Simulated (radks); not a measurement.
The fluorine ion F2+ inside a hard spherical wall (all orbitals vanish at R), configuration held at [He] 2s2 2p3 and not refilled when levels cross. Method: scalar-relativistic Kohn-Sham, LDA (Slater exchange, VWN5 correlation), spin-polarised, spherical densities, finite nucleus; open shells are filled with parallel spins first; Fermi nuclear charge, rms radius 2.8976 fm; computed with a radial shooting solver on a logarithmic mesh with Libxc functionals. Eigenvalues in eV for spin up, with the zero of energy where the potential of the charges vanishes at infinity; a dash marks a level that is unbound or too diffuse for the functional's potential to be trusted. A positive occupied level is held by the wall or, in an anion where self-interaction has pushed it up, behind a barrier. The pressure on the wall is -dE/dV.

R (bohr)	E (hartree)	kinetic (hartree)	e(1s)	e(2s)	e(2p)	e(3s, empty)	e(3p, empty)	pressure (GPa)
free	-97.25129	97.095	-706.15	-69.962	-51.607	-15.485	-11.806	0
20	-97.25129	97.095	-706.15	-69.962	-51.607	-15.485	-11.806	< 0.0001
12	-97.25129	97.095	-706.15	-69.962	-51.607	-15.485	-11.806	< 0.0001
10	-97.25129	97.095	-706.15	-69.962	-51.607	-15.485	-11.802	< 0.0001
8	-97.25129	97.095	-706.15	-69.962	-51.607	-15.473	-11.757	< 0.0001
6	-97.25129	97.095	-706.15	-69.962	-51.607	-15.231	-11.263	0.000126
5	-97.25127	97.095	-706.15	-69.961	-51.606	-14.462	-10.109	0.00648
4	-97.25063	97.103	-706.10	-69.934	-51.575	-11.508	-6.475	0.338
3	-97.23088	97.279	-705.31	-69.439	-50.995	0.732	6.307	17.8
2.5	-97.14382	97.868	-702.97	-67.887	-49.229	19.239	23.829	132
2	-96.70296	100.093	-695.29	-62.081	-43.010	64.346	63.697	1040
